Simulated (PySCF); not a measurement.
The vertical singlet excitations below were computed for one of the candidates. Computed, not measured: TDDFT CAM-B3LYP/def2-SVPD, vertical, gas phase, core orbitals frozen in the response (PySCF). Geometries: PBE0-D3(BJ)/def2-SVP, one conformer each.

```
state  E (eV)       f
   S1    7.25  0.0047
   S2    7.54  0.0039
   S3    7.57   0.032
   S4    7.70  0.0099
   S5    7.74  0.0028
   S6    7.92  0.0049
   S7    7.94  0.0058
   S8    7.97   0.042
   S9    8.03   0.032
  S10    8.05  0.0016
```

Orbital energies (eV): HOMO-3 -9.89, HOMO-2 -9.52, HOMO-1 -9.32, HOMO -9.02, LUMO 0.88, LUMO+1 1.36, LUMO+2 1.59.

Problem. Which candidate is it? All have the formula C3H12B2N2.
A. `[BH2-]1[NH2+][BH-](C2CC2)[NH2+]1`
B. `C=C[B@H-]1[NH2+][B@H-](C)[NH2+]1`
C. `C=C(C)[BH-]1[NH2+][BH2-][NH2+]1`

Solution. A. Its S1, at 7.25 eV, is the highest among the candidates; the nearest of the others has S1 at 6.68 eV. S1 is HOMO→LUMO (83%). Löwdin shares by element: HOMO carbon 51%, boron 11% or more (atoms not listed hold the other 38%); LUMO boron 53%, hydrogen 17% or more (atoms not listed hold the other 30%). At the same level the other candidates give, for their lowest levels:
- `C=C[B@H-]1[NH2+][B@H-](C)[NH2+]1`: 6.68 eV (f 0.120); 6.95 eV (f 0.145); 6.99 eV (f 0.022); 7.44 eV (f 0.056); 7.49 eV (f 0.042); T1 4.31 eV; HOMO -8.48, LUMO 0.80 eV
- `C=C(C)[BH-]1[NH2+][BH2-][NH2+]1`: 6.46 eV (f 0.039); 6.88 eV (f 0.235); 7.01 eV (f 0.003); 7.15 eV (f 0.066); 7.43 eV (f 0.024); T1 4.28 eV; HOMO -8.27, LUMO 0.77 eV

Shape of the structure used: `[BH2-:1]1[NH2+:2][BH-:3]([CH:4]2[CH2:5][CH2:6]2)[NH2+:7]1`: N2–B3–C4–C5 163°.
Triplets come from the Tamm–Dancoff approximation.

Without π bonds the low states are Rydberg-like; a valence basis with one diffuse set may place them up to an eV too high.
